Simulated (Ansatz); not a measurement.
Ansatz (an electronic-structure program) input:
A basis named .json is the Basis Set Exchange file of that set.

Ansatz 0.2 input:
```yaml
crystal:
  periodic: [false, false, false]
  atoms:
    - {symbol: C, position_ang: [0.00079133, 1.31838480, 0.25090871]}
    - {symbol: C, position_ang: [-1.14803330, 0.29356487, 0.21813347]}
    - {symbol: S, position_ang: [-0.00082143, -1.02849276, -0.37741339]}
    - {symbol: C, position_ang: [1.14874706, 0.29267735, 0.21555319]}
    - {symbol: H, position_ang: [0.00201726, 1.98981929, 1.11119910]}
    - {symbol: H, position_ang: [0.00000531, 1.92193042, -0.65634690]}
    - {symbol: H, position_ang: [-1.96942924, 0.50863668, -0.46145987]}
    - {symbol: H, position_ang: [-1.54453009, 0.05090772, 1.20350364]}
    - {symbol: H, position_ang: [1.96877993, 0.50711489, -0.46588418]}
    - {symbol: H, position_ang: [1.54726917, 0.04971300, 1.20003021]}
basis:
  gaussian:
    orbitals: aug-cc-pV_D+d_Z.json
magnetization: {spin_polarized: false}
correlation: {method: ccsd_t, electrons: outside_noble_gas}
output: {forces: true}
```

Problem. What final total energy does it print?

Solution. -515.27360 Eh (CCSD(T)/aug-cc-pV(D+d)Z). The basis has 155 functions. The run takes around 7 core-minutes (rough).
